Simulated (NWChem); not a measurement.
## Atomisation of CH3FSn

```xyz
6

Sn     0.3643     0.1451     0.0000
F     -1.3484     1.1538     0.0000
C     -0.6198    -1.8456     0.0000
H     -0.3212    -2.4306    -0.8964
H     -1.7190    -1.7058     0.0000
H     -0.3212    -2.4306     0.8964
```
Charge 0, spin multiplicity 1.

The numbers come from NWChem runs, not from measurements. All single points use one geometry, from PBE/def2-SVP with def2 effective core potentials on Sn, a minimum by its harmonic frequencies.

Basis set: def2-TZVP. The atomisation energy is electronic alone: no zero-point, thermal, spin-orbit or counterpoise terms. No value is extrapolated to the basis-set limit. Free atoms are single determinants with multiplicities Sn 3, F 2, C 3, H 2. Correlated methods freeze the same cores in atoms and molecule, 6 orbitals in all.

Effective core potentials replace the inner electrons of Sn; spin-orbit coupling is left out. B3LYP has NWChem's definition, with VWN1-RPA local correlation. The structure started from a generated list of species. No SCF solution was tested for a lower state. Open-shell Hartree-Fock references start from PBE0 orbitals.

### Question
For the atomisation energy, HF gives 344.1 kcal/mol and B3LYP gives 480.8 kcal/mol. What do MP2, PBE, TPSS give?

### Answer
MP2: 472.4 kcal/mol; PBE: 492.2 kcal/mol; TPSS: 488.9 kcal/mol.
